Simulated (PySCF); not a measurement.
C6H10, SMILES C=C/C=C/CC.

Coordinates come from a PBE0-D3(BJ)/def2-SVP optimisation. One conformer was computed; it need not be the lowest.

Two levels are set side by side: PBE/def2-TZVP (PySCF) and PBE0/def2-TZVP (PySCF). Same geometry, gas phase. Differences are taken from unrounded values.

```json
[
 {"quantity": "orbital gap (eV)", "PBE0": "5.77"},
 {"quantity": "highest occupied level (eV)", "PBE0": "-6.45"},
 {"quantity": "lowest empty level (eV)", "PBE0": "-0.68"},
 {"quantity": "dipole moment (D)", "PBE0": "0.68"},
 {"quantity": "mean polarisability (bohr³)", "PBE0": "81.9"}
]
```

### Question
What does PBE give, and how far is it from PBE0? (An estimate is asked for; the answer gives what the named calculation found.)

### Answer

```csv
quantity,PBE,PBE minus PBE0
orbital gap (eV),3.88,-1.90
highest occupied level (eV),-5.49,0.96
lowest empty level (eV),-1.62,-0.94
dipole moment (D),0.71,0.03
mean polarisability (bohr³),84.3,2.4
```

PBE's occupied levels lie high since its potential decays too fast outside the molecule; exact exchange lowers them and widens the gap. Differences between two approximate levels are no errors against the true value.

Rough cost on one machine, each run with all the roots and properties that it gave: PBE0 against PBE within a factor of 2.
